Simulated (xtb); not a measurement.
C2HCl2 (SMILES Cl[C]=CCl), doublet, geometry from GFN2-xTB, atoms displaced at random by about 0.1 Å a coordinate. Base run: GFN2-xTB in xtb.

xtb was given this input:
```
$ xtb mol.xyz --gfn 2 --uhf 1 --opt --json

# file mol.xyz
5

Cl     2.03771548    -0.17591694     0.03459683
C      0.32544372    -0.82781820     0.03488912
C     -0.81468917    -0.54808470     0.12507084
Cl    -1.72703877     0.96993394     0.04038707
H     -1.64653566    -1.39523257     0.05113253
```

The base run was repeated with changes; each row names its change, and settings that it needs were set with it.

```csv
change,ΔE vs base (µEh),optimiser steps
base,0.0,10
opt level = loose,3.8,9
opt level = sloppy,3.8,9
opt level = crude,145,7
opt level = vtight,-1.1,12
opt level = extreme,-1.1,14
opt level = tight,-1.1,12
alpb = ether,-7235,10
engine = lbfgs,-0.8,-
alpb = dmso,-7048,10
```
